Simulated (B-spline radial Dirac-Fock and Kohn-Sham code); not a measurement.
**Characteristic X-ray lines: Tb⁵⁺**

System: the Tb⁵⁺ ion in the configuration 1s2 2s2 2p6 3s2 3p6 3d10 4s2 4p6 4d10 4f7 5s2 5p5.

Model: Dirac-Fock (average of configuration) total-energy differences with a finite nucleus, the Breit interaction including its frequency dependence, and self-energy and vacuum-polarisation corrections. Program: a radial finite-basis atomic code. A line energy is the difference of two single-hole energies; the list is a selection of electric-dipole transitions between resolved j subshells. The model has no electron correlation.

```csv
line,energy (eV),wavelength (Å)
Kβ2'' (K-N2),51668.0,0.23996
Kβ1 (K-M3),50378.4,0.24611
Kβ3 (K-M2),50223.7,0.24686
Kα1 (K-L3),44478.6,0.27875
Kα2 (K-L2),43740.8,0.28345
Lγ2 (L1-N2),8388.6,1.4780
Lγ1 (L2-N4),8094.4,1.5317
Lγ5 (L2-N1),7847.5,1.5799
Lβ7 (L3-O1),7476.3,1.6584
Lβ2 (L3-N5),7362.8,1.6839
Lβ15 (L3-N4),7356.6,1.6854
Lβ6 (L3-N1),7109.7,1.7439
Lβ3 (L1-M3),7099.1,1.7465
Lβ1 (L2-M4),6977.0,1.7771
Lβ4 (L1-M2),6944.3,1.7854
Lη (L2-M1),6283.4,1.9732
Lα1 (L3-M5),6272.0,1.9768
Lα2 (L3-M4),6239.2,1.9872
Lℓ (L3-M1),5545.6,2.2357
Mγ (M3-N5),1463.0,8.4748
```

Values without a named source are computed, but for edge energies of neutral atoms, which are taken from tables.
